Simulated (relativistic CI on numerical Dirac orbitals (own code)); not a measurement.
**Ligand-field terms of d3**

Computed with a parametric ligand-field model of a d^n configuration (Racah B and C, spin-orbit zeta, crystal field), exact diagonalisation.

Field parameters in Wybourne normalisation: Oh B⁴₀ = 21Dq, B⁴₄ = √(5/14) B⁴₀; Td as Oh with Dq negative (B⁴₀ = 21Dq, B⁴₄ = √(5/14) B⁴₀). The field is a parameter set, without covalency.

Problem. Lowest levels for B = 610, C = 2280, ζ = 60 cm⁻¹, Td, 10Dq = -4200 cm⁻¹?

Solution. Γ8 0 (S 1.50), Γ7 2 (S 1.50), Γ8 74 (S 1.50), Γ6 118 (S 1.50), Γ7 3618 (S 1.50), Γ8 3632 (S 1.50), Γ6 3658 (S 1.50), Γ8 3659 (S 1.50), Γ8 6939 (S 0.50) cm⁻¹, with S from ⟨S²⟩ = S(S + 1). The ground level has 1.90 electrons in the cubic e pair.

Problem. Lowest levels for B = 610, C = 2950, ζ = 3850 cm⁻¹, Oh, 10Dq = 23500 cm⁻¹?

Solution. Γ8 0 (S 1.45), Γ8 11757 (S 0.71), Γ8 13804 (S 0.58), Γ6 14938 (S 0.59), Γ7 21352 (S 1.07), Γ8 22788 (S 1.15), Γ7 24798 (S 1.21), Γ8 25218 (S 1.38), Γ6 26425 (S 1.44) cm⁻¹, with S from ⟨S²⟩ = S(S + 1). The ground level has 0.07 electrons in the cubic e pair.

Problem. Lowest levels for B = 900, C = 4390, ζ = 680 cm⁻¹, Oh, 10Dq = 22300 cm⁻¹?

Solution. Γ8 0 (S 1.50), Γ8 19593 (S 0.61), Γ8 20435 (S 0.54), Γ6 20615 (S 0.59), Γ7 22047 (S 1.50), Γ8 22229 (S 1.49), Γ6 22635 (S 1.45), Γ8 22710 (S 1.43), Γ8 29537 (S 0.61) cm⁻¹, with S from ⟨S²⟩ = S(S + 1). The ground level has 0.00 electrons in the cubic e pair.

Problem. Lowest levels for B = 500, C = 1960, ζ = 3200 cm⁻¹, Oh, 10Dq = 30100 cm⁻¹?

Solution. Γ8 0 (S 1.44), Γ8 8977 (S 0.60), Γ8 10441 (S 0.52), Γ6 11191 (S 0.52), Γ7 17398 (S 0.56), Γ8 19052 (S 0.60), Γ7 29960 (S 1.47), Γ8 30594 (S 1.44), Γ8 31175 (S 1.44) cm⁻¹, with S from ⟨S²⟩ = S(S + 1). The ground level has 0.03 electrons in the cubic e pair.

Problem. Lowest levels for B = 860, C = 3920, ζ = 370 cm⁻¹, Oh, 10Dq = 16950 cm⁻¹?

Solution. Γ8 0 (S 1.50), Γ7 16809 (S 1.50), Γ8 16816 (S 1.41), Γ8 16927 (S 1.48), Γ6 17021 (S 1.48), Γ8 18115 (S 0.67), Γ8 18711 (S 0.53), Γ6 18862 (S 0.53), Γ7 24785 (S 1.46) cm⁻¹, with S from ⟨S²⟩ = S(S + 1). The ground level has 0.00 electrons in the cubic e pair.
